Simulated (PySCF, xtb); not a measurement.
C4H4BFO, SMILES C#CB(F)C(C)=O. The values are those of a single conformer.

Harmonic wavenumbers (cm⁻¹) from GFN2-xTB (xtb) at its own minimum, in rising order: 26, 96, 109, 125, 211, 234, 365, 477, 537, 576, 629, 674, 709, 939, 955, 1030, 1138, 1287, 1352, 1446, 1449, 1740, 2195, 3019, 3026, 3046, 3363.

Question: What does PySCF 2.14.0 with PBE-D3(BJ)/def2-SVP give at its own minimum? (The exact figures need the calculation; the answer reports its results.)

Answer: 45, 109, 123, 145, 229, 233, 348, 498, 539, 616, 632, 665, 732, 893, 948, 1013, 1236, 1296, 1348, 1370, 1382, 1699, 2107, 2962, 3047, 3090, 3391. Paired by order, the mean absolute difference is 30 cm⁻¹ and the zero-point energies are 44.0 and 43.9 kcal/mol.
